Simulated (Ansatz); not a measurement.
The same hydrolysis along the group B, Al, Ga, In.

Program: Ansatz. Geometries: PBE0-D4/def2-TZVP. ΔE: electronic, gas phase. CCSD(T)/CBS is the MP2 limit (def2-TZVPP, def2-QZVPP) plus CCSD(T) − MP2 in def2-TZVPP, frozen cores. This one scheme is used for every species. Elements past krypton have def2 core potentials. For Ga, In outer-core shells are correlated without core-valence functions, which leaves a few kJ/mol of doubt a bond. Scalar relativity is left out up to krypton. One conformer a species, not always the lowest.

Q: Order these by ΔE at CCSD(T)/CBS, lowest first. (An estimate is asked.)
A. `[OH][Al]([SH])[SH]` + H₂O → `[OH][Al]([OH])[SH]` + H₂S
B. `[OH][Ga]([SH])[SH]` + H₂O → `[OH][Ga]([OH])[SH]` + H₂S
C. `OB(S)S` + H₂O → `OB(O)S` + H₂S
D. `[OH][In]([SH])[SH]` + H₂O → `[OH][In]([OH])[SH]` + H₂S

A: C (-12.9 kcal/mol), A (-4.7 kcal/mol), B (+8.1 kcal/mol), D (+15.6 kcal/mol).

Largest T1 diagnostic: 0.016, for `[OH][In]([OH])[SH]`.
